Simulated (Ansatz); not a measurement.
Input for Ansatz (a first-principles code): R-PBE/def2-TZVPP on F2HOSb (SMILES [OH][Sb]([F])[F]), a point of a torsion scan. Elements past Kr take the def2 small-core potentials; no spin–orbit coupling.

Ansatz 0.2 input:
```yaml
crystal:
  periodic: [false, false, false]
  atoms:
    - {symbol: O, position_ang: [1.14380187, -0.56383400, 0.15364856]}
    - {symbol: Sb, position_ang: [-0.72174853, -0.24325584, 0.22532574]}
    - {symbol: F, position_ang: [-0.37065494, 1.70642306, 0.13165213]}
    - {symbol: F, position_ang: [-0.67361982, -0.02916165, 2.19581408]}
    - {symbol: H, position_ang: [1.63137487, 0.26209877, 0.10343494]}
basis:
  gaussian:
    orbitals: def2-TZVPP
hamiltonian:
  xc: {name: PBE}
scf: {lower_state_search: off}
```

The head of its log:

```
WARN ansatz: RAYON_NUM_THREADS=1 ignored (pool sized by the plan → 1); use --threads N
Functional definition: PBE
these checks for a lower state are left out or cut short: stability, starts, cluster_reference, orbital_swaps, neighbouring_geometries, increment
integrals: 0.06 GiB planned
905 factors; their error is unknown
mean field: 0.47 GiB planned
mean field evaluation 1: about -14021.7520 eV, gradient 8.6e1 eV
mean field evaluation 2: about -13882.6830 eV, gradient 2.4e2 eV
```

Q: Give the final energy of this run.

A: -515.7175 hartree.
